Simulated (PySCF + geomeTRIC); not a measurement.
Species: H3InS, SMILES `[SH][InH2]` (charge 0, multiplicity 1).

Task: Give a relaxed geometry from CAM-B3LYP-D3(BJ)/def2-TZVP (PySCF + geomeTRIC).

Result: This is not unique; one that fits is the end point of this relaxation, one of several conformers (outside a Z-matrix the atoms follow the SMILES, hydrogens last).
Z-matrix (Å, degrees):
```
In
H 1 1.7054
H 1 1.7068 2 129.38
S 1 2.3878 2 114.16 3 180.00
H 4 1.3395 1 95.35 2 -179.92
```
